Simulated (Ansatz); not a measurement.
Mulliken charges of C$_{2}$H$_{6}$IIn (`[CH3][In]([CH3])[I]`) from r2SCAN/def2-TZVPP in Ansatz (PBE0-D4/def2-TZVP geometry).

| atom | x (Å) | y (Å) | z (Å) | charge (e) |
| --- | --- | --- | --- | --- |
| C1 | -0.587 | 1.811 | -0.653 | -0.434 |
| In2 | -0.266 | -0.259 | -0.221 | 0.692 |
| C3 | 1.073 | -1.406 | 0.991 | -0.434 |
| I4 | -2.030 | -1.840 | -1.527 | -0.378 |
| H5 | 0.262 | 2.423 | -0.348 | 0.090 |
| H6 | -0.763 | 1.927 | -1.723 | 0.098 |
| H7 | -1.480 | 2.145 | -0.120 | 0.090 |
| H8 | 0.525 | -1.782 | 1.857 | 0.090 |
| H9 | 1.430 | -2.259 | 0.414 | 0.097 |
| H10 | 1.919 | -0.810 | 1.333 | 0.090 |

**Question.** By hand: the dipole of these point charges (1 e Å = 4.8032 D).

**Answer.** Σ q r = (0.547, 0.488, 0.394) e Å, of length 0.832 e Å = 4.00 D.

**Question.** How does the dipole of the full density compare? (Estimate.)

**Answer.** Ansatz gave: (0.481, 0.434, 0.361) e Å, 3.56 D; the point charges give 1.12 times that, at 1° from its direction.

Point charges leave out the atoms' own dipoles, such as those of lone pairs, and Mulliken's split depends on the basis, so the close match here is no proof of good charges.
